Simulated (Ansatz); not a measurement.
Ansatz (a program for electronic structure) input:

Ansatz 0.2 input:
```yaml
crystal:
  periodic: [false, false, false]
  atoms:
    - {symbol: Si, position_ang: [0.01422753, 0.01856213, 0.44427836]}
    - {symbol: F, position_ang: [0.06490164, 0.08467479, 2.02666233]}
    - {symbol: Br, position_ang: [1.93531639, -0.78217367, -0.26289341]}
    - {symbol: Br, position_ang: [-1.64579476, -1.30450894, -0.12638887]}
    - {symbol: Br, position_ang: [-0.31190163, 2.05748424, -0.30957080]}
basis:
  gaussian:
    orbitals: STO-3G
magnetization: {spin_polarized: false}
correlation: {method: ccsd_t, electrons: outside_noble_gas}
```

Question: What final total energy does it print?

Answer: -8017.89369 Eh (CCSD(T)/STO-3G). The basis has 68 functions.
